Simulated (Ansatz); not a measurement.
Born–Oppenheimer molecular dynamics of C3H10OSSi (16 atoms, charge 0, multiplicity 1). It goes on from the last frame of an earlier run, with new velocities.

Computed with RKS PBE/6-31G in Ansatz 0.2.0.

```yaml
ensemble: NVE (velocity Verlet)
time_step: 0.5 fs
steps_asked: 150
starting_velocities_drawn_for: 700 K
seed: 378995
```

First frame:

```xyz
16
Properties=species:S:1:pos:R:3
C -1.665 -1.485 -1.363
O -1.072 -0.654 -0.347
Si 0.526 -0.965 0.380
C 1.308 0.646 1.053
C 1.026 1.939 0.207
S -0.777 2.465 0.216
H -1.114 -2.440 -1.446
H -2.702 -1.741 -1.083
H -1.765 -0.952 -2.252
H 1.371 -1.692 -0.626
H 0.428 -1.828 1.632
H 2.395 0.522 1.095
H 0.893 0.832 2.031
H 1.559 2.822 0.601
H 1.358 1.799 -0.915
H -1.342 1.543 -0.614
```

Question: How far do the bonds stretch over the last three quarters of this one trajectory? (Pairs bonded in most of those frames.)

Answer: 
| bond | mean (Å) | spread (Å) | shortest | longest |
| --- | --- | --- | --- | --- |
| C1–O2 | 1.477 | 0.059 | 1.37 | 1.57 |
| C1–H7 | 1.108 | 0.013 | 1.08 | 1.14 |
| C1–H8 | 1.106 | 0.017 | 1.08 | 1.14 |
| C1–H9 | 1.114 | 0.056 | 1.03 | 1.19 |
| O2–Si3 | 1.775 | 0.047 | 1.72 | 1.87 |
| Si3–C4 | 1.928 | 0.059 | 1.82 | 2.01 |
| Si3–H10 | 1.533 | 0.042 | 1.47 | 1.60 |
| Si3–H11 | 1.531 | 0.026 | 1.49 | 1.57 |
| C4–C5 | 1.542 | 0.045 | 1.48 | 1.65 |
| C4–H12 | 1.112 | 0.021 | 1.08 | 1.15 |
| C4–H13 | 1.108 | 0.033 | 1.05 | 1.16 |
| C5–S6 | 1.918 | 0.055 | 1.83 | 1.99 |
| C5–H14 | 1.106 | 0.019 | 1.07 | 1.15 |
| C5–H15 | 1.112 | 0.056 | 1.02 | 1.20 |
| S6–H16 | 1.433 | 0.086 | 1.30 | 1.57 |

Mean temperature of the second half: 489 K. The conserved energy stayed within 0.23 meV per atom of its start (net change 0.051 meV per atom), so the integration is sound. A run of 0.075 ps of so small a system gives no equilibrium averages. Limits of this set-up: no polarisation functions.

Time of the run: 9.4 min on 1 thread of Arm Neoverse V2, with other jobs on the host, peak memory 0.13 GiB.
